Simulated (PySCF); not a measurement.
C3H6Cl (SMILES CC[CH-]Cl), charge -1, singlet, at a GFN2-xTB geometry (in this run its highest filled SCF level lies above zero, so its values depend strongly on the basis, on diffuse functions most of all); PySCF with B3LYP5/STO-3G.

PySCF was given this input:
```python
from pyscf import gto, scf, dft

mol = gto.M(
    atom='''
C     0.87874214   -0.57746196    0.01178248
C     2.36128716   -0.21090347    0.01892378
C     0.05260727    0.70987802    0.08469850
H     0.66331677   -1.19415500    0.89661526
H     0.68416168   -1.22068093   -0.87379508
H     2.99566787   -1.10167485    0.03968092
Cl   -1.73162036    0.11908892    0.00897987
H     2.61173789    0.36877995   -0.87023935
H     2.58650261    0.40082008    0.89158272
H     0.14033970    1.19332350   -0.92893097
''',
    basis='sto-3g',
    charge=-1,
    verbose=4,
)

mf = dft.RKS(mol)
mf.xc = 'b3lyp5'
mf.grids.atom_grid = (99, 590)
mf.grids.prune = None
mf.kernel()
```

**Question.** What does PySCF print? Leave out banner, timings and long lists.

**Answer.** 
```
PySCF version 2.14.0

[INPUT] verbose = 4
[INPUT] num. atoms = 10
[INPUT] num. electrons = 42
[INPUT] charge = -1
[INPUT] spin (= nelec alpha-beta = 2S) = 0
[INPUT] symmetry False subgroup None
[INPUT] Mole.unit = angstrom
[INPUT] Symbol           X                Y                Z      unit          X                Y                Z       unit  Magmom
[INPUT]  1 C      0.878742140000  -0.577461960000   0.011782480000 AA    1.660581978714  -1.091244951755   0.022265660268 Bohr   0.0
[INPUT]  2 C      2.361287160000  -0.210903470000   0.018923780000 AA    4.462186033852  -0.398549797020   0.035760761442 Bohr   0.0
[INPUT]  3 C      0.052607270000   0.709878020000   0.084698500000 AA    0.099413332461   1.341475039649   0.160056968161 Bohr   0.0
[INPUT]  4 H      0.663316770000  -1.194155000000   0.896615260000 AA    1.253487029131  -2.256625900280   1.694357280506 Bohr   0.0
[INPUT]  5 H      0.684161680000  -1.220680930000  -0.873795080000 AA    1.292878200122  -2.306752643179  -1.651233390192 Bohr   0.0
[INPUT]  6 H      2.995667870000  -1.101674850000   0.039680920000 AA    5.660991834459  -2.081863744821   0.074986071171 Bohr   0.0
[INPUT]  7 Cl    -1.731620360000   0.119088920000   0.008979870000 AA   -3.272288232121   0.225045443270   0.016969494934 Bohr   0.0
[INPUT]  8 H      2.611737890000   0.368779950000  -0.870239350000 AA    4.935469321249   0.696893105731  -1.644514034320 Bohr   0.0
[INPUT]  9 H      2.586502610000   0.400820080000   0.891582720000 AA    4.887781553373   0.757440176426   1.684847158195 Bohr   0.0
[INPUT] 10 H      0.140339700000   1.193323500000  -0.928930970000 AA    0.265203597404   2.255054593007  -1.755425121927 Bohr   0.0

nuclear repulsion = 147.052824209566
number of shells = 20
number of NR pGTOs = 90
number of NR cGTOs = 30
basis = sto-3g
ecp = {}

******** <class 'pyscf.dft.rks.RKS'> ********
method = RKS
initial guess = minao
damping factor = 0
level_shift factor = 0
DIIS = <class 'pyscf.scf.diis.CDIIS'>
diis_start_cycle = 1
diis_space = 8
diis_damp = 0
SCF conv_tol = 1e-09
SCF conv_tol_grad = None
SCF max_cycles = 50
direct_scf = True
direct_scf_tol = 1e-13
XC library pyscf.dft.libxc version 7.1.2
    S. Lehtola, C. Steigemann, M. J. T. Oliveira, and M. A. L. Marques,  SoftwareX 7, 1–5 (2018)
XC functionals = b3lyp5
    P. A. M. Dirac,  Math. Proc. Cambridge Philos. Soc. 26, 376 (1930)
    F. Bloch,  Z. Phys. 57, 545 (1929)
    A. D. Becke,  Phys. Rev. A 38, 3098 (1988)
    C. Lee, W. Yang, and R. G. Parr,  Phys. Rev. B 37, 785 (1988)
    B. Miehlich, A. Savin, H. Stoll, and H. Preuss,  Chem. Phys. Lett. 157, 200 (1989)
    S. H. Vosko, L. Wilk, and M. Nusair,  Can. J. Phys. 58, 1200 (1980)
radial grids:
    Treutler-Ahlrichs [JCP 102, 346 (1995); DOI:10.1063/1.469408] (M4) radial grids

becke partition: Becke, JCP 88, 2547 (1988); DOI:10.1063/1.454033
pruning grids: None
grids dens level: 3
symmetrized grids: False
atomic radii adjust function: <function treutler_atomic_radii_adjust>
User specified grid scheme (99, 590)
small_rho_cutoff = 0
Set gradient conv threshold to 3.16228e-05
Initial guess from minao.
tot grids = 584104
init E= -571.215790329255
  HOMO = -0.180399419676502  LUMO = 0.0394196409492669  gap/eV = 5.98158
cycle= 1 E= -571.332741672411  delta_E= -0.117  |g|= 0.272  |ddm|= 3.76
  HOMO = 0.300200735036793  LUMO = 0.537872748443763  gap/eV = 6.46738
cycle= 2 E= -571.357119620521  delta_E= -0.0244  |g|= 0.155  |ddm|= 0.782
  HOMO = 0.233737854238402  LUMO = 0.482763377786005  gap/eV = 6.77633
cycle= 3 E= -571.365652148041  delta_E= -0.00853  |g|= 0.0304  |ddm|= 0.296
  HOMO = 0.238473443961463  LUMO = 0.482944746933895  gap/eV = 6.65240
cycle= 4 E= -571.366043055892  delta_E= -0.000391  |g|= 0.00366  |ddm|= 0.0629
  HOMO = 0.237409389727532  LUMO = 0.482841125096096  gap/eV = 6.67854
cycle= 5 E= -571.366049391792  delta_E= -6.34e-06  |g|= 0.00135  |ddm|= 0.0106
  HOMO = 0.237521853689709  LUMO = 0.482963039067685  gap/eV = 6.67879
cycle= 6 E= -571.3660499549  delta_E= -5.63e-07  |g|= 0.000237  |ddm|= 0.00218
  HOMO = 0.237544567399156  LUMO = 0.482965421277343  gap/eV = 6.67824
cycle= 7 E= -571.366049978497  delta_E= -2.36e-08  |g|= 2.76e-05  |ddm|= 0.000517
  HOMO = 0.23754618442591  LUMO = 0.482964941475499  gap/eV = 6.67818
cycle= 8 E= -571.366049978871  delta_E= -3.74e-10  |g|= 9.73e-06  |ddm|= 8.75e-05
  HOMO = 0.237548757116124  LUMO = 0.482966307802007  gap/eV = 6.67815
Extra cycle  E= -571.36604997888  delta_E= -9.78e-12  |g|= 8.11e-06  |ddm|= 2.54e-05
converged SCF energy = -571.36604997888
```
